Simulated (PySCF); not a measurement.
Species: C3H13OPSi2.
SMILES with atom numbers: `[CH3:1][CH2:2][O:3][Si@@:4]([CH3:5])([SiH3:6])[PH2:7]` (hydrogens: H8, H9, H10 on C1; H11, H12 on C2; H13, H14, H15 on C5; H16, H17, H18 on Si6; H19, H20 on P7)

Computed with PySCF 2.14.0, PBE0-D3(BJ)/def2-SVP geometry optimisation, gas phase.

What internal coordinates does the optimisation give?

```tsv
bond	length (Å)
C1–C2	1.510
C2–O3	1.409
O3–Si4	1.672
Si4–C5	1.879
Si4–Si6	2.339
Si4–P7	2.277
C1–H8, C1–H9, C1–H10	1.100
C2–H11	1.107
C2–H12	1.107
C5–H13, C5–H14, C5–H15	1.101
Si6–H16, Si6–H17, Si6–H18	1.497
P7–H19, P7–H20	1.429
```

Bonds in one row agree within 0.01 Å and their mean is given. A selection of angles:
```tsv
angle	degrees
C2–C1–H8	110.4
C2–C1–H10	110.8
H8–C1–H9	108.0
H8–C1–H10	108.6
C1–C2–O3	109.4
C1–C2–H11	110.3
C1–C2–H12	110.0
O3–C2–H11	110.3
O3–C2–H12	110.1
H11–C2–H12	106.7
C2–O3–Si4	124.7
O3–Si4–C5	111.6
O3–Si4–Si6	104.8
O3–Si4–P7	108.4
C5–Si4–Si6	112.5
C5–Si4–P7	106.9
Si6–Si4–P7	112.7
Si4–C5–H13	110.7
Si4–C5–H14	110.4
H13–C5–H14	108.2
Si4–Si6–H16	110.2
Si4–Si6–H17	111.8
H16–Si6–H17	108.9
H16–Si6–H18	108.3
Si4–P7–H19	95.0
Si4–P7–H20	92.7
H19–P7–H20	94.0
```

Dihedral angles: C1–C2–O3–Si4 172° (antiperiplanar); C2–O3–Si4–C5 58° (synclinal).

Si6 (SiH3 silicon) is tetrahedral (angles from 108.3° to 111.8°). P7 (three-coordinate phosphorus) is pyramidal (angles 95.0°, 94.0° and 92.7°, sum 281.7°, 0.86 Å off the plane of its three neighbours). Si4 (oxygen-bound silicon) is distorted tetrahedral (angles from 104.8° to 112.7°).

Point group: C1 (no symmetry element, even within 0.4 Å). Not checked by PBE0-D3(BJ)/def2-SVP frequencies. The numbers are those of one conformer (C1–C2–O3–Si4 172°, C2–O3–Si4–C5 58°, O3–Si4–P7–H -84° and -178°).
